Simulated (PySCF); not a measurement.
C₅H₆O₂, SMILES C#C[C@H](C)C(=O)O.

Geometry: B3LYP-D3(BJ)/def2-SVP. Other conformers were not sampled.

Two levels are set side by side: TDDFT-PBE/def2-SVPD (PySCF) and TDDFT-M06-2X/def2-SVPD (PySCF). Vertical, same geometry. The lowest singlet is HOMO→LUMO 97 % with PBE and HOMO−2→LUMO+1 37 %, HOMO→LUMO+1 33 %, HOMO−2→LUMO 6 %, HOMO→LUMO 6 % with the other functional; states are paired by order. Differences are taken from unrounded values.

```tsv
quantity	TDDFT-PBE
lowest singlet excitation (eV)	5.20
lowest triplet excitation (TDA) (eV)	4.74
```

Problem. These are the TDDFT-PBE values. What does TDDFT-M06-2X give? (The exact figures need the calculation; the answer reports its results.)

Solution. 
```tsv
quantity	TDDFT-M06-2X	TDDFT-PBE minus TDDFT-M06-2X
lowest singlet excitation (eV)	5.58	-0.38
lowest triplet excitation (TDA) (eV)	5.19	-0.45
```

A lower first singlet is the usual sign of a functional without exact exchange. Differences between two approximate levels are no errors against the true value.

Rough cost on one machine, each run with all the roots and properties that it gave: TDDFT-M06-2X against TDDFT-PBE about 20 times.
